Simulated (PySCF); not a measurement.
**First hyperpolarisability: `CC[C@@H](C)C(C)C`, C7H16**

Molfile (atoms numbered from 1):
```
C7H16
     RDKit          3D

 23 22  0  0  0  0  0  0  0  0999 V2000
    2.3398   -0.2919   -0.6982 C   0  0  0  0  0  0  0  0  0  0  0  0
    0.8796    0.1169   -0.8256 C   0  0  0  0  0  0  0  0  0  0  0  0
    0.0374   -0.1527    0.4263 C   0  0  1  0  0  0  0  0  0  0  0  0
    0.4372    0.7600    1.5820 C   0  0  0  0  0  0  0  0  0  0  0  0
   -1.4831   -0.0937    0.1587 C   0  0  0  0  0  0  0  0  0  0  0  0
   -1.9693   -1.2847   -0.6614 C   0  0  0  0  0  0  0  0  0  0  0  0
   -1.9400    1.2190   -0.4724 C   0  0  0  0  0  0  0  0  0  0  0  0
    2.8583    0.2653    0.0971 H   0  0  0  0  0  0  0  0  0  0  0  0
    2.8891   -0.1091   -1.6343 H   0  0  0  0  0  0  0  0  0  0  0  0
    2.4333   -1.3645   -0.4629 H   0  0  0  0  0  0  0  0  0  0  0  0
    0.4376   -0.4179   -1.6826 H   0  0  0  0  0  0  0  0  0  0  0  0
    0.8200    1.1898   -1.0790 H   0  0  0  0  0  0  0  0  0  0  0  0
    0.2501   -1.1919    0.7420 H   0  0  0  0  0  0  0  0  0  0  0  0
    0.2778    1.8213    1.3316 H   0  0  0  0  0  0  0  0  0  0  0  0
    1.4987    0.6431    1.8456 H   0  0  0  0  0  0  0  0  0  0  0  0
   -0.1521    0.5386    2.4856 H   0  0  0  0  0  0  0  0  0  0  0  0
   -1.9667   -0.1672    1.1502 H   0  0  0  0  0  0  0  0  0  0  0  0
   -1.6903   -2.2393   -0.1884 H   0  0  0  0  0  0  0  0  0  0  0  0
   -1.5463   -1.2800   -1.6788 H   0  0  0  0  0  0  0  0  0  0  0  0
   -3.0653   -1.2701   -0.7670 H   0  0  0  0  0  0  0  0  0  0  0  0
   -3.0391    1.2715   -0.5093 H   0  0  0  0  0  0  0  0  0  0  0  0
   -1.5875    2.0958    0.0916 H   0  0  0  0  0  0  0  0  0  0  0  0
   -1.5746    1.3171   -1.5071 H   0  0  0  0  0  0  0  0  0  0  0  0
  1  2  1  0
  2  3  1  0
  3  4  1  0
  3  5  1  0
  5  6  1  0
  5  7  1  0
  1  8  1  0
  1  9  1  0
  1 10  1  0
  2 11  1  0
  2 12  1  0
  3 13  1  1
  4 14  1  0
  4 15  1  0
  4 16  1  0
  5 17  1  0
  6 18  1  0
  6 19  1  0
  6 20  1  0
  7 21  1  0
  7 22  1  0
  7 23  1  0
M  END
```

Theory: quadratic response CAM-B3LYP/aug-cc-pVDZ first hyperpolarisability, Taylor convention, gas phase (PySCF 2.14.0). Geometry: PBE0-D3(BJ)/def2-SVP.

Task: What is the first hyperpolarisability, and how does it disperse?

Result: In au, Taylor convention; the vector part is βᵢ = ⅓ Σⱼ (βᵢⱼⱼ + βⱼᵢⱼ + βⱼⱼᵢ); β∥ is 3/5 of the vector part along the dipole, the dipole points from − to +:
```
                   process  λ (nm)  β vector norm     β∥  β HRS  depolarisation ratio
           static β(0;0,0)       ∞           16.1   -8.5   11.7                  2.08
second harmonic β(−2ω;ω,ω)    1907           17.1   -9.1   12.2                  2.11
         Pockels β(−ω;ω,0)    1907           16.4   -8.7      –                     –
second harmonic β(−2ω;ω,ω)    1064           19.6  -10.5   13.4                  2.17
         Pockels β(−ω;ω,0)    1064           17.1   -9.1      –                     –
```

Task: Which lowest excitations, dipole and polarisabilities go with it?

Result: S1 7.86 eV (f = 0.004); S2 7.99 eV (f = 0.005); S3 8.12 eV (f = 0.015); dipole 0.08 D; isotropic α 88.6 au static, 88.8 au at 1907 nm, 89.2 au at 1064 nm, 89.3 au at 953.5 nm, 91.0 au at 532 nm.
